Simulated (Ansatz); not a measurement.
## A ladder of methods for InCl (SMILES [Cl][In])

The species is InCl (2 atoms), meant as a singlet with charge 0. SMILES: `[Cl][In]`. The shape comes from GFN2-xTB, which is rough for such elements, and wasn't checked as a minimum.

| atom | x (Å) | y (Å) | z (Å) |
| --- | --- | --- | --- |
| Cl | 0.0000 | 0.0000 | 0.0000 |
| In | 0.0000 | 0.0000 | 2.3857 |

Quantity: the energy change with the Cl1–In2 bond stretched from 2.386 to 4.827 Å, in eV. The values are calculated.

```
                        level                    kind  program  value (eV)  less FCI/STO-3G
       HF/STO-3G (restricted)            Hartree–Fock   Ansatz        5.39             0.00
   revPBE/STO-3G (restricted)                     GGA   Ansatz        4.62            -0.77
   r2SCAN/STO-3G (restricted)                meta-GGA   Ansatz        4.92            -0.47
     PBE0/STO-3G (restricted)           global hybrid   Ansatz        5.16            -0.23
CAM-B3LYP/STO-3G (restricted)  range-separated hybrid   Ansatz        5.48            +0.09
    wB97X/STO-3G (restricted)  range-separated hybrid   Ansatz        5.62            +0.23
   B2PLYP/STO-3G (restricted)           double hybrid   Ansatz        5.03            -0.36
  BCCD(T)/STO-3G (restricted)   coupled cluster or CI   Ansatz        5.39             0.00
                   FCI/STO-3G      exact in the basis   Ansatz        5.39             0.00
```

FCI/STO-3G is exact within its basis and frozen core, so for wave-function methods in that basis the difference is their error; functionals converge differently with the basis, so for them it is only a difference. All-electron rows without a relativistic Hamiltonian named are non-relativistic. The first shape isn't each level's own minimum. The values span 4.62 to 5.62 eV. All rows use very small basis sets, so none should be taken for the real molecule's value. In the correlated wave-function rows the outer d shell of In is correlated, in sets not made for it.
